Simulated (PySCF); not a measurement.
# A small calculation by hand: oscillator strength and radiative lifetime

CHBFNO2, SMILES O=C=NB(O)F.

Geometry: B3LYP-D3(BJ)/def2-SVP. One conformer was computed; it need not be the lowest.

PySCF 2.14.0 with TDDFT-CAM-B3LYP/def2-SVPD puts the first singlet state with f over 0.02 at 7.37 eV (vertical), with the transition dipole (-0.149, -0.609, 0.000) in atomic units.

Problem. Find the oscillator strength, the wavelength and the radiative lifetime that this transition would have in vacuum if emission retraced absorption.

Solution. 
|μ|² = 0.3931 au, so |μ| = 1.59 D. ΔE = 7.37/27.211 = 0.2708 hartree. f = (2/3) ΔE |μ|² = 0.071 (the program prints 0.071).
λ = 1239.84/7.37 = 168 nm; ν = 59443 cm⁻¹.
Einstein's coefficient A = 0.6670 ν² f s⁻¹ (ν in cm⁻¹) = 1.7e8 s⁻¹, so τ = 1/A = 6.0 ns. This state is S2; the lower singlet has f = 0.000. The figure is the radiative limit of this one transition; relaxation, internal conversion, crossing to triplets and a medium change what is measured.
